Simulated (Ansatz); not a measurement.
```yaml
crystal:
  periodic: [false, false, false]
  atoms:
    - {symbol: C, position_ang: [-2.062457, 0.207046, 1.172269]}
    - {symbol: In, position_ang: [-0.178802, -0.510642, 0.436990]}
    - {symbol: C, position_ang: [1.744799, -0.891392, 1.327700]}
    - {symbol: O, position_ang: [-0.448712, -1.442868, -1.361323]}
    - {symbol: P, position_ang: [0.352342, 1.428594, -1.589883]}
    - {symbol: H, position_ang: [-2.445003, -0.451068, 1.954391]}
    - {symbol: H, position_ang: [-1.964790, 1.211252, 1.587763]}
    - {symbol: H, position_ang: [-2.779748, 0.226166, 0.350957]}
    - {symbol: H, position_ang: [2.073376, -0.037025, 1.921689]}
    - {symbol: H, position_ang: [1.690598, -1.762152, 1.984099]}
    - {symbol: H, position_ang: [2.486484, -1.087731, 0.551995]}
    - {symbol: H, position_ang: [0.267745, -2.037747, -1.590886]}
    - {symbol: H, position_ang: [0.652791, 2.803656, -1.766068]}
    - {symbol: H, position_ang: [1.329642, 0.925881, -2.472988]}
    - {symbol: H, position_ang: [-0.739763, 1.367131, -2.477403]}
basis:
  gaussian: {orbitals: def2-TZVPD, final_grid: {core_spheres: 8, valence_spheres: 7, degree: 23}}
total_charge: -1
magnetization: {spin_polarized: false, initial_magnetization: 1}
hamiltonian: {xc: {name: BLYP}}
output: {forces: true}
```

```sh
$ ansatz run in.yaml --threads 4 --pin off --events-out ev --progress --plain --max-ram 11315MiB
```

Output, abridged:

```
Functional definition: BLYP
1748 factors; their error is unknown
mean field evaluation 1: about -18723.0472 eV, gradient 9.9e1 eV
mean field evaluation 2: about -18536.9185 eV, gradient 2.3e2 eV
mean field evaluation 4: about -18744.7831 eV, gradient 2.0e1 eV
mean field evaluation 8: about -18745.7521 eV, gradient 1.1e0 eV
mean field evaluation 16: about -18745.7075 eV, gradient 9.9e-3 eV
mean field evaluation 32: about -18745.7075 eV, gradient 4.2e-5 eV
mean field -18745.70753039 eV, -688.8920454450 hartree, gradient 4.2e-5 eV, S^2 0.750000; 8 other end points of the search recorded, 0 dependent functions left out
reference -18745.70788662 eV, -688.8920585360 hartree; 34, 33 occupied and 269, 270 virtual orbitals, 1748 factors
Total energy: -18745.70788662 eV, -688.8920585360 hartree
Atom 0 at    -2.062457     0.207046     1.172269 Å, force    -0.431707     0.142461     0.100531 eV/Å
Atom 1 at    -0.178802    -0.510642     0.436990 Å, force     0.148478     0.080953     0.545256 eV/Å
Atom 2 at     1.744799    -0.891392     1.327700 Å, force     0.416525    -0.080392     0.173039 eV/Å
Atom 3 at    -0.448712    -1.442868    -1.361323 Å, force    -0.821206     0.002496    -0.596824 eV/Å
Atom 4 at     0.352342     1.428594    -1.589883 Å, force     0.023406     0.027104     0.304078 eV/Å
Atom 5 at    -2.445003    -0.451068     1.954391 Å, force    -0.078058    -0.199531     0.213909 eV/Å
Atom 6 at    -1.964790     1.211252     1.587763 Å, force     0.043587     0.264110     0.098160 eV/Å
Atom 7 at    -2.779748     0.226166     0.350957 Å, force    -0.196113     0.024619    -0.208828 eV/Å
Atom 8 at     2.073376    -0.037025     1.921689 Å, force     0.075235     0.255247     0.166252 eV/Å
Atom 9 at     1.690598    -1.762152     1.984099 Å, force    -0.052494    -0.235344     0.163636 eV/Å
Atom 10 at     2.486484    -1.087731     0.551995 Å, force     0.175257    -0.051072    -0.225844 eV/Å
Atom 11 at     0.267745    -2.037747    -1.590886 Å, force     0.638601    -0.475426    -0.201341 eV/Å
Atom 12 at     0.652791     2.803656    -1.766068 Å, force     0.063523     0.359539    -0.073552 eV/Å
Atom 13 at     1.329642     0.925881    -2.472988 Å, force     0.298697    -0.142238    -0.227352 eV/Å
Atom 14 at    -0.739763     1.367131    -2.477403 Å, force    -0.303729     0.027476    -0.231121 eV/Å
Dipole moment:     0.093878     0.381036    -0.197452 e Å
```

It took 18 s on 4 threads of an Arm Neoverse V2 on a shared host, with 0.75 GiB of host memory at the peak.
